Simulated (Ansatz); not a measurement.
Gas-phase reaction R1 → 2 P1, each structure at its B3LYP-D3(BJ)/def2-TZVP stationary point, reached from a drawn start (curvature not checked).
R1: Cl2 (SMILES ClCl), charge 0, multiplicity 1.
P1: Cl atom, charge 0, multiplicity 2.

P less R. No zero-point or thermal terms; singlets are restricted closed shells; open shells are unrestricted; no spin–orbit coupling.

Cores are frozen in the correlated methods.

Run with Ansatz (Gaussian orbitals). No computed number here is a measurement.

Task: One of these levels gives 247.5 kJ/mol for the reaction energy. Which?
A) MP2/cc-pV(D+d)Z
B) r2SCAN/def2-TZVPP
C) SVWN5/def2-TZVPP
D) HF/cc-pV(Q+d)Z

Result: B, r2SCAN/def2-TZVPP. The others give 78.6 (HF/cc-pV(Q+d)Z), 346.2 (SVWN5/def2-TZVPP), 192.5 (MP2/cc-pV(D+d)Z)

Ansatz is a quantum-chemistry and plane-wave program.
